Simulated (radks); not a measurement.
Task: Isoelectronic series with 14 electrons, each ion in its NIST ground configuration. Calculated with a radial shooting solver on a logarithmic mesh with Libxc functionals: Dirac Kohn-Sham, BLYP, spin-unpolarised, spherical densities, point nucleus; open shells are shared between the two j in proportion to 2j + 1. Total energies (hartree) and orbital eigenvalues (hartree):

ion,configuration,E (hartree),3p3/2,3p1/2,3s1/2,2p3/2
Si,[Ne] 3s2 3p2,-289.99995,-0.14394,-0.14513,-0.39261,-3.50335
P+,[Ne] 3s2 3p2,-341.72499,-0.51602,-0.51848,-0.85031,-4.95556
S2+,[Ne] 3s2 3p2,-397.99164,-1.02172,-1.02603,-1.44205,-6.68530
Cl3+,[Ne] 3s2 3p2,-458.79388,-1.65109,-1.65796,-2.15789,-8.68023
K5+,[Ne] 3s2 3p2,-594.01375,-3.26522,-3.27987,-3.94715,-13.44629
Ca6+,[Ne] 3s2 3p2,-668.44365,-4.24608,-4.26628,-5.01718,-16.21263
Sc7+,[Ne] 3s2 3p2,-747.43165,-5.34136,-5.36846,-6.20304,-19.23275
Ti8+,[Ne] 3s2 3p2,-830.98810,-6.55045,-6.58596,-7.50434,-22.50586
V9+,[Ne] 3s2 3p2,-919.12449,-7.87289,-7.91857,-8.92090,-26.03146
Cr10+,[Ne] 3s2 3p2,-1011.85335,-9.30840,-9.36621,-10.45268,-29.80919
Mn11+,[Ne] 3s2 3p2,-1109.18815,-10.85677,-10.92890,-12.09974,-33.83881
Fe12+,[Ne] 3s2 3p2,-1211.14327,-12.51787,-12.60677,-13.86224,-38.12018
Co13+,[Ne] 3s2 3p2,-1317.73395,-14.29161,-14.40001,-15.74038,-42.65320
Ni14+,[Ne] 3s2 3p2,-1428.97632,-16.17797,-16.30884,-17.73444,-47.43785
Cu15+,[Ne] 3s2 3p2,-1544.88735,-18.17691,-18.33355,-19.84472,-52.47414

Estimate the row of Ar4+ ([Ne] 3s2 3p2).

Result: E (hartree) -524.13293; 3p3/2 -2.39973; 3p1/2 -2.41000; 3s1/2 -2.99364; 2p3/2 -10.93489.
